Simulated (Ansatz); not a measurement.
```yaml
crystal:
  periodic: [false, false, false]
  atoms:
    - {symbol: Bi, position_ang: [2.140159, 3.762150, 2.041739]}
    - {symbol: H, position_ang: [5.414215, 3.669819, -0.182616]}
    - {symbol: H, position_ang: [0.571285, 6.508120, -0.340270]}
    - {symbol: C, position_ang: [0.001804, -0.030290, -0.570761]}
    - {symbol: C, position_ang: [-3.282373, -0.087614, 0.031612]}
    - {symbol: C, position_ang: [1.519192, -2.905702, 0.191737]}
    - {symbol: H, position_ang: [0.407831, 0.529702, -2.890989]}
    - {symbol: H, position_ang: [-4.370088, 1.979455, -0.610042]}
    - {symbol: H, position_ang: [-3.764964, -0.478142, 2.378544]}
    - {symbol: H, position_ang: [-4.352501, -1.882645, -1.212269]}
    - {symbol: H, position_ang: [0.533775, -4.751746, -1.047458]}
    - {symbol: H, position_ang: [3.882739, -2.865290, -0.337040]}
    - {symbol: H, position_ang: [1.298972, -3.447861, 2.547814]}
basis:
  gaussian: {orbitals: def2-SVPD}
hamiltonian: {xc: {name: revPBE}, dispersion: d3bj}
```

```sh
$ ansatz run in.yaml --threads 4 --pin off --events-out ev --progress --plain --max-ram 3916MiB
```

Shortened log:

```
Functional definition: revPBE
  name "revPBE"
  cite "Zhang & Yang, Phys. Rev. Lett. 80, 890 (1998) doi:10.1103/PhysRevLett.80.890"
  cite "Perdew, Burke & Ernzerhof, Phys. Rev. Lett. 77, 3865 (1996) doi:10.1103/PhysRevLett.77.3865"
  parameter kappa = 1.245
  parameter beta = 0.06672455060314922
  exchange = pbe_x(kappa = kappa, mu = beta*pi^2/3)
  correlation = pbe_c(beta = beta)
1411 factors; their error is unknown
mean field evaluation 1: about -9018.9182 eV, gradient 4.7e1 eV
mean field evaluation 2: about -8521.6676 eV, gradient 2.2e2 eV
mean field evaluation 4: about -8820.1260 eV, gradient 1.5e2 eV
mean field evaluation 8: about -9048.6641 eV, gradient 5.0e0 eV
mean field evaluation 16: about -9049.1795 eV, gradient 3.4e-5 eV
mean field evaluation 32: about -9034.0392 eV, gradient 3.8e1 eV
mean field evaluation 64: about -9047.2031 eV, gradient 6.5e0 eV
mean field evaluation 96: about -9048.9690 eV, gradient 9.5e-1 eV
mean field evaluation 128: about -9048.9355 eV, gradient 2.1e0 eV
mean field -9049.17945905 eV, -332.5512113660 hartree, gradient 2.4e-5 eV, S^2 0.000000; 6 other end points of the search recorded, 0 dependent functions left out
reference -9049.17958294 eV, -332.5512159187 hartree; 25, 25 occupied and 139, 139 virtual orbitals, 1411 factors
Total energy: -9049.51021200 eV, -332.5633663125 hartree
```

(1) Something in this input is off. What?

Answers

(1) The geometry is stretched to more than twice its size. The calculation finished and met its thresholds. The result belongs to that input, not to the species as meant.
